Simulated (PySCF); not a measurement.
## Exercise with solution: oscillator strength and radiative lifetime

SbF2Br, SMILES [F][Sb]([F])[Br].

Geometry optimised at B3LYP-D3(BJ)/def2-SVP. The def2 effective core potentials stand for the cores of Sb; spin–orbit coupling is left out.

TDA-B3LYP/def2-SVPD in PySCF puts the first singlet state with f over 0.02 at 5.92 eV (vertical), with the transition dipole (0.000, 0.000, 0.483) in atomic units.

Q: Find the oscillator strength, the wavelength and the radiative lifetime that this transition would have in vacuum if emission retraced absorption.

A: 
|μ|² = 0.2333 au, so |μ| = 1.23 D. ΔE = 5.92/27.211 = 0.2176 hartree. f = (2/3) ΔE |μ|² = 0.034 (the program prints 0.034).
λ = 1239.84/5.92 = 209 nm; ν = 47748 cm⁻¹.
Einstein's coefficient A = 0.6670 ν² f s⁻¹ (ν in cm⁻¹) = 5.1e7 s⁻¹, so τ = 1/A = 19 ns. This state is S5; the lower singlets have f = 0.013, 0.000, 0.007, 0.001. The figure is the radiative limit of this one transition; relaxation, internal conversion, crossing to triplets and a medium change what is measured.
